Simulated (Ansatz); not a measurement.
Reaction (hydrogenolysis of the Si–O bond): `F[SiH]([SiH3])O[SiH3]` + H₂ → `F[SiH2][SiH3]` + `O[SiH3]`

Calculated with Ansatz (gas phase, PBE0-D4/def2-TZVP geometries, no zero-point term in ΔE). CCSD(T)/CBS is the MP2 limit (def2-TZVPP, def2-QZVPP) plus CCSD(T) − MP2 in def2-TZVPP, frozen cores. This one scheme is used for every species. Functionals use def2-TZVPP. One conformer a species, not always the lowest.

`F[SiH]([SiH3])O[SiH3]`:

Cartesian coordinates in Å:
```
F 1.534 -0.872 1.683
Si 0.653 0.327 1.094
Si -1.607 -0.266 1.297
O 1.064 0.559 -0.459
Si 0.934 0.072 -2.020
H 1.036 1.546 1.846
H -2.456 0.812 0.721
H -1.961 -0.443 2.731
H -1.877 -1.534 0.567
H 1.063 1.265 -2.890
H -0.392 -0.565 -2.237
H 2.009 -0.901 -2.332
```

H₂:

```xyz
2

H    -0.373   -0.012   -0.013
H     0.373    0.012    0.013
```

`F[SiH2][SiH3]`:

Z-matrix (Å, degrees):
```
Si
Si 1 2.343
F 1 1.607 2 109.8
H 1 1.486 2 111.3 3 -119.2
H 1 1.486 2 111.3 3 119.2
H 2 1.489 1 108.2 3 179.8
H 2 1.487 1 110.7 3 60.5
H 2 1.487 1 110.7 3 -60.8
```

`O[SiH3]`:

Z-matrix (Å, degrees):
```
Si
O 1 1.648
H 1 1.489 2 111.7
H 1 1.489 2 111.7 3 120.9
H 1 1.481 2 105.9 3 -119.6
H 2 0.957 1 117.9 3 -60.5
```

```
                species  r2SCAN energy (Eh)
`F[SiH]([SiH3])O[SiH3]`         -1047.84712
                     H₂            -1.17128
        `F[SiH2][SiH3]`          -681.84645
              `O[SiH3]`          -367.13098
```

Question: Work out ΔE.

Answer: ΔE = (-681.84645) + (-367.13098) − (-1047.84712) − (-1.17128) = 0.04097 Eh = +1.11 eV. CCSD(T)/CBS gives +1.13 eV.

Largest T1 diagnostic among the species: 0.013.

Leaving LDA and LC-ωPBE aside and taking each functional with its dispersion term where it has one, the values, not all of them listed here, spread over 0.15 eV, from PBE-D4 to BHLYP-D4. LDA lies +0.09 eV from PBE without D4. In def2-TZVPP, CCSD(T) changes the Hartree–Fock value by +0.07 eV (the triples alone add +0.03 eV) and MP2 by +0.13 eV. The D4 term adds +0.14 eV with B3LYP and +0.08 eV with PBE0; it sums over pairs of atoms, weighted by their polarisabilities, and B3LYP, whose exchange is more repulsive, gets the larger term.

B3LYP here is the variant with VWN-RPA as its local correlation; programs differ in this.
